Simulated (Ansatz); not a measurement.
System: C2H2O, charge 0, multiplicity 1. SMILES: C(O)#C
Structure (B3LYP-D3(BJ)/def2-TZVP (Ansatz, a program for electronic structure) minimum search):
```xyz
5

C      1.3080    -0.1153    -0.1364
C      0.1216    -0.0059    -0.0156
O     -1.1689     0.1846     0.0722
H      2.3584    -0.2191    -0.2392
H     -1.5848    -0.5301     0.5735
```

HF/6-31G* beside other levels, property by property. Conventions: atomisation electronic, to ground-state atoms; open shells spin-unrestricted; non-relativistic; valence correlation only; no dispersion term unless named; each state is the SCF solution reached for its charge and spin; spin-orbit terms left out; six Cartesian d functions in 6-31G* and its kin unless marked 5d. CBS(X,Y): correlation extrapolated as X^-3; Hartree-Fock from the larger set. The bracket is a focal-point correction in the basis named. First-principles rows: single points at B3LYP-D3(BJ) geometries (Ansatz), with unscaled harmonic terms from B3LYP/6-31G* (Ansatz) at its own minima, enthalpies of formation by atomisation with measured atoms. Sets without +, aug- or the D of def2-TZVPD hold no diffuse functions, which anions need. A UHF reference is markedly spin-contaminated in at least one set, which strains HF and MP2.

Measured values: Active Thermochemical Tables 1.112 (ions: stationary electron), as tabulated in the package chemicals; they hold spin-orbit and core effects, anharmonicity. Coupled cluster (Ansatz) is a level with limits of its own, used here on species with T1 under 0.025 (0.045 for open shells) and stable references: (a) RI-MP2/CBS(aug-cc-pVTZ,aug-cc-pVQZ)+[CCSD(T)-MP2]/aug-cc-pVTZ; (b) CCSD(T)/CBS(cc-pVTZ,cc-pVQZ).

```tsv
property	HF/6-31G* (Ansatz)	B3LYP/STO-3G (Ansatz)	PBE0/def2-TZVPD (Ansatz)	wB97M-V/def2-TZVPD (Ansatz)	to compare with
vertical ionisation energy to the doublet (eV)	8.85	8.20	9.99	10.02	10.30 coupled cluster (a)
proton affinity at O (heteroatom site), enthalpy at 298 K, to C#C[OH2+] (kcal/mol)	149.3	197.1	146.8	145.4	148.2 coupled cluster (b)
enthalpy of formation at 298 K (kcal/mol)	195.9	-2.0	21.2	22.3	22.2 measured
atomisation energy (kcal/mol)	325.4	523.4	500.2	499.1	497.3 coupled cluster (b)
deprotonation enthalpy (H-O bond) at 298 K, to C#C[O-] + H+ (kcal/mol)	347.6	432.0	330.8	329.7	332.5 coupled cluster (a)
C-H bond dissociation enthalpy at 298 K, to [C]#CO + H atom (kcal/mol)	99.3	145.4	122.9	123.7	127.7 coupled cluster (b)
H-O bond dissociation enthalpy at 298 K, to C#C[O] + H atom (kcal/mol)	44.6	88.5	65.3	69.8	72.5 measured
deprotonation enthalpy (C-H bond) at 298 K, to [C-]#CO + H+ (kcal/mol)	400.3	481.7	384.7	379.4	381.3 coupled cluster (a)
```

As the rows show:
- vertical ionisation energy to the doublet: HF/6-31G* lies 1.45 eV below coupled cluster.
- proton affinity at O (heteroatom site), enthalpy at 298 K, to C#C[OH2+]: HF/6-31G* lies 1.1 kcal/mol above coupled cluster.
- enthalpy of formation at 298 K: HF/6-31G* lies 173.7 kcal/mol above the measured value.
- atomisation energy: HF/6-31G* lies 171.9 kcal/mol below coupled cluster.
- deprotonation enthalpy (H-O bond) at 298 K, to C#C[O-] + H+: HF/6-31G* lies 15.1 kcal/mol above coupled cluster.
- C-H bond dissociation enthalpy at 298 K, to [C]#CO + H atom: HF/6-31G* lies 28.4 kcal/mol below coupled cluster.
- H-O bond dissociation enthalpy at 298 K, to C#C[O] + H atom: HF/6-31G* lies 27.9 kcal/mol below the measured value.
- deprotonation enthalpy (C-H bond) at 298 K, to [C-]#CO + H+: HF/6-31G* lies 19.0 kcal/mol above coupled cluster.

The properties are those with a value to compare with, at most eight drawn at random. No case is left out for the size of its miss. Left out are saddle points of the reference geometry, anions that the best level run finds unbound, excited spin states, species near biochemistry, 298 K rows of species without real B3LYP wavenumbers, cases with under five habitual levels, runs that failed or that the program found above a lower state of the same kind, table entries that another table contradicts, and a share of species set aside by lot.
